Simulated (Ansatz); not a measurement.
Dissociation curve of GeH, doublet.

Calculation: full CI/aug-cc-pVDZ, cores with 3d frozen (Ansatz, a program for electronic structure).

Q: Relative to R = 1.60 Å, what are the energies at R = 1.35, 1.76, 2.12, 5.65 Å?

A: 24.4 mEh at 1.35 Å, 4.0 mEh at 1.76 Å, 30.3 mEh at 2.12 Å, 101.0 mEh at 5.65 Å.
